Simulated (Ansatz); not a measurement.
Consider the ligand exchange at the Si–O bond: `CO[SiH]([SiH3])S` + H–F → `F[SiH]([SiH3])S` + CH₃OH.

Calculated with Ansatz (gas phase, PBE0-D4/def2-TZVP geometries, no zero-point term in ΔE). CCSD(T)/CBS adds triple-zeta CCSD(T) − MP2 to the extrapolated MP2 energy (def2 sets, frozen cores). This one scheme is used for every species. DFT in def2-TZVPP. B3LYP here is the variant with VWN-RPA as its local correlation; programs differ in this. One conformer a species, not always the lowest.

```csv
level,ΔE (kJ/mol),difference from CCSD(T)/CBS
PBE-D4,-33.0,-3.1
BLYP-D4,-33.0,-3.1
B3LYP-D4,-32.9,-3.0
PBE-QIDH,-31.5,-1.6
PBE0,-37.8,-7.9
B3LYP,-43.5,-13.6
LC-ωPBE,-38.6,-8.7
RPA@PBE/def2-TZVPP,-31.4,-1.5
HF/def2-SVP,-40.3,-10.4
MP2/def2-SVP,-28.5,1.4
CCSD(T)/def2-SVP,-31.1,-1.2
MP2/def2-TZVPP,-25.6,4.3
SCS-MP2/def2-TZVPP,-30.6,-0.7
CCSD/def2-TZVPP,-32.1,-2.2
MP2/def2-QZVPP,-26.3,3.6
SCS-MP2/def2-QZVPP,-31.2,-1.3
CCSD(T)/CBS,-29.9,0
```

Largest T1 diagnostic among the species: 0.013.

Leaving LDA and LC-ωPBE aside and taking each functional with its dispersion term where it has one, the values, not all of them listed here, spread over 9.9 kJ/mol, from B97M-V to revPBE-D4. LDA lies +9.2 kJ/mol from PBE without D4. The D4 term adds +10.7 kJ/mol with B3LYP and +6.2 kJ/mol with PBE0; it sums over pairs of atoms, weighted by their polarisabilities, and B3LYP, whose exchange is more repulsive, gets the larger term.
